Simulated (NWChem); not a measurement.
System: AlGeH4OF; SMILES [OH][Al]([F])[GeH3]

Here is an NWChem input.

```
start job
memory heap 200 mb stack 900 mb global 1100 mb
geometry units angstroms noautosym nocenter noautoz
  Al    -0.182558     0.998410    -0.024930
  F      1.136519     2.003715    -0.166794
  Ge     0.054449    -1.451511    -0.000088
  H      0.539975    -1.984157    -1.371068
  H      1.091834    -1.912408     1.052864
  H     -1.285868    -2.151458     0.323265
  O     -1.729812     1.710823     0.098994
  H     -1.843972     2.670278     0.085665
end
basis spherical
  * library pcsseg-1
end
dft
  xc bhlyp
  iterations 150
end
property
  shielding
  efieldgrad
end
task dft property
```

NWChem printed, in part:

```
             Northwest Computational Chemistry Package (NWChem) 7.3.0
             --------------------------------------------------------

                             Geometry "geometry" -> ""
                             -------------------------

 Output coordinates in angstroms (scale by  1.889725989 to convert to a.u.)

  No.       Tag          Charge          X              Y              Z
 ---- ---------------- ---------- -------------- -------------- --------------
    1 Al                  13.0000    -0.18255800     0.99841000    -0.02493000
    2 F                    9.0000     1.13651900     2.00371500    -0.16679400
    3 Ge                  32.0000     0.05444900    -1.45151100    -0.00008800
    4 H                    1.0000     0.53997500    -1.98415700    -1.37106800
    5 H                    1.0000     1.09183400    -1.91240800     1.05286400
    6 H                    1.0000    -1.28586800    -2.15145800     0.32326500
    7 O                    8.0000    -1.72981200     1.71082300     0.09899400
    8 H                    1.0000    -1.84397200     2.67027800     0.08566500

 Effective nuclear repulsion energy (a.u.)     310.0493674677

                              NWChem Property Module
                              ----------------------

  itol2e modified to match energy
  convergence criterion.

                                 NWChem DFT Module
                                 -----------------

 Summary of "ao basis" -> "ao basis" (spherical)
 ------------------------------------------------------------------------------
       Tag                 Description            Shells   Functions and Types
 ---------------- ------------------------------  ------  ---------------------
 Al                         pcsseg-1                10       24   4s5p1d
 F                          pcsseg-1                 7       17   3s3p1d
 Ge                         pcsseg-1                15       41   5s7p3d
 H                          pcsseg-1                 3        5   2s1p
 O                          pcsseg-1                 7       17   3s3p1d

  itol2e modified to match energy
  convergence criterion.

            General Information
            -------------------
          SCF calculation type: DFT
          Wavefunction type:  closed shell.
          No. of atoms     :     8
          No. of electrons :    66
           Alpha electrons :    33
            Beta electrons :    33
          Charge           :     0
          Spin multiplicity:     1
          Use of symmetry is: off; symmetry adaption is: off
          Maximum number of iterations: 150
          AO basis - number of functions:   119
                     number of shells:    51
          Convergence on energy requested:  1.00D-07
          Convergence on density requested:  1.00D-05
          Convergence on gradient requested:  5.00D-04

              XC Information
              --------------
                        BHLYP Method XC Functional
                     Hartree-Fock (Exact) Exchange  0.500
                        Slater Exchange Functional  0.500 local
                    Becke 1988 Exchange Functional  0.500 non-local
              Lee-Yang-Parr Correlation Functional  1.000

             Grid Information
             ----------------
          Grid used for XC integration:  fine
          Radial quadrature: Mura-Knowles
          Angular quadrature: Lebedev.
          Tag              B.-S. Rad. Rad. Pts. Rad. Cut. Ang. Pts.
          ---              ---------- --------- --------- ---------
          Al                  1.25      123          11.0       770
          F                   0.50       70          12.0       590
          Ge                  1.25      140          12.0       974
          H                   0.35       60          13.0       590
          O                   0.60       70          12.0       590
          Grid pruning is: on
          Number of quadrature shells:   643
          Spatial weights used:  Erf1

[...]

          -----------------------------------------
          Chemical Shielding Tensors (GIAO, in ppm)
          -----------------------------------------

                                NWChem CPHF Module
                                ------------------

  scftype          =     RHF
  nclosed          =       33
  nopen            =        0
  variables        =     2838
  # of vectors     =        3
  tolerance        = 0.10D-03
  level shift      = 0.00D+00
  max iterations   =       50
  max subspace     =       30

 SCF residual:    5.5326129445803006E-005

Iterative solution of linear equations
  No. of variables     2838
  No. of equations        3
  Maximum subspace       30
        Iterations       50
       Convergence  1.0D-04

   iter   nsub   residual    time
   ----  ------  --------  ---------
     1      3    4.95D-01      53.0
     2      6    4.00D-02      61.8
     3      9    5.90D-03      70.5
     4     12    8.34D-04      80.4
     5     15    5.58D-05      90.6

      Atom:    1  Al
        Diamagnetic
    793.4181      0.2563     -0.3979
      0.2563    796.3122     -0.1689
     -0.3979     -0.1689    789.1525

        Paramagnetic
   -378.2628    -40.7686     -1.6725
    -40.7686   -278.4116      1.0034
     -1.6725      1.0034   -406.1829

        Total Shielding Tensor
    415.1553    -40.5123     -2.0704
    -40.5123    517.9006      0.8345
     -2.0704      0.8345    382.9695

           isotropic =     438.6751
          anisotropy =     139.9380

          Principal Components and Axis System
                 1           2           3
              531.9671    401.2579    382.8004

      1        -0.3278      0.9405      0.0897
      2         0.9447      0.3273      0.0207
      3         0.0098     -0.0915      0.9958

      Atom:    2  F
        Diamagnetic
    479.3201     12.4681     -1.7465
     12.4681    473.5872     -1.3597
     -1.7465     -1.3597    463.3230

        Paramagnetic
   -156.6324     88.1577     -1.5332
     88.1577   -133.5141     -8.3298
     -1.5332     -8.3298   -149.4306

        Total Shielding Tensor
    322.6877    100.6258     -3.2797
    100.6258    340.0731     -9.6896
     -3.2797     -9.6896    313.8924

           isotropic =     325.5511
          anisotropy =     161.3473

          Principal Components and Axis System
                 1           2           3
              433.1159    313.3626    230.1747

      1         0.6727      0.0895      0.7344
      2         0.7357      0.0242     -0.6769
      3        -0.0783      0.9957     -0.0496

      Atom:    3  Ge
        Diamagnetic
   2759.1400     -0.3502     -0.0186
     -0.3502   2761.9310     -0.0208
     -0.0186     -0.0208   2758.9105

        Paramagnetic
   -942.7866     19.5857     -4.7418
     19.5857  -1034.9990     -6.2269
     -4.7418     -6.2269   -990.4865

        Total Shielding Tensor
   1816.3534     19.2355     -4.7605
     19.2355   1726.9320     -6.2476
     -4.7605     -6.2476   1768.4240

           isotropic =    1770.5698
          anisotropy =      75.6251

          Principal Components and Axis System
                 1           2           3
             1820.9865   1768.3357   1722.3872

      1         0.9720      0.1328     -0.1938
      2         0.2063     -0.0873      0.9746
      3        -0.1125      0.9873      0.1122

      Atom:    4  H
        Diamagnetic
     23.7968     -2.5635     -6.0892
     -2.5635     25.4402      7.1059
     -6.0892      7.1059     38.6374

        Paramagnetic
      0.2034      0.4909      1.4211
      0.4909     -0.1553     -1.4826
      1.4211     -1.4826     -3.3997

        Total Shielding Tensor
     24.0001     -2.0726     -4.6681
     -2.0726     25.2849      5.6233
     -4.6681      5.6233     35.2376

           isotropic =      28.1742
          anisotropy =      16.9255

          Principal Components and Axis System
                 1           2           3
               39.4579     22.7538     22.3110

      1        -0.3137      0.0554      0.9479
      2         0.3895      0.9180      0.0753
      3         0.8660     -0.3928      0.3096

      Atom:    5  H
        Diamagnetic
     31.4501     -4.7265      9.9547
     -4.7265     24.7739     -4.8193
      9.9547     -4.8193     31.6720

        Paramagnetic
     -1.5724      0.9079     -2.3334
      0.9079     -0.0082      0.9649
     -2.3334      0.9649     -1.7219

        Total Shielding Tensor
     29.8777     -3.8187      7.6212
     -3.8187     24.7657     -3.8544
      7.6212     -3.8544     29.9501

           isotropic =      28.1978
          anisotropy =      16.9971

          Principal Components and Axis System
                 1           2           3
               39.5292     22.7719     22.2923

      1         0.6620      0.2605      0.7028
      2        -0.3450      0.9383     -0.0229
      3         0.6655      0.2273     -0.7110

      Atom:    6  H
        Diamagnetic
     37.8102      8.8023     -3.9454
      8.8023     27.5326     -2.1997
     -3.9454     -2.1997     22.4465

        Paramagnetic
     -3.1480     -1.8456      0.9104
     -1.8456     -0.4813      0.4409
      0.9104      0.4409      0.3742

        Total Shielding Tensor
     34.6621      6.9567     -3.0351
      6.9567     27.0513     -1.7588
     -3.0351     -1.7588     22.8207

           isotropic =      28.1781
          anisotropy =      17.0172

          Principal Components and Axis System
                 1           2           3
               39.5229     22.9286     22.0827

      1         0.8421     -0.5021      0.1972
      2         0.4987      0.8639      0.0701
      3        -0.2055      0.0393      0.9779

      Atom:    7  O
        Diamagnetic
    395.2056    -13.1249     -1.6153
    -13.1249    399.0026      0.5748
     -1.6153      0.5748    374.0072

        Paramagnetic
    -94.3283    -54.2501      1.2676
    -54.2501   -135.8443      6.0910
      1.2676      6.0910    -95.7749

[...]
```

Level: BHandHLYP/pcSseg-1, GIAO. Geometry: optimised at B3LYP/6-31G* (spherical d). NWChem prints the field gradient with the sign opposite to the second derivative of the potential. The printed shielding anisotropy is the first printed principal value minus the mean of the other two.
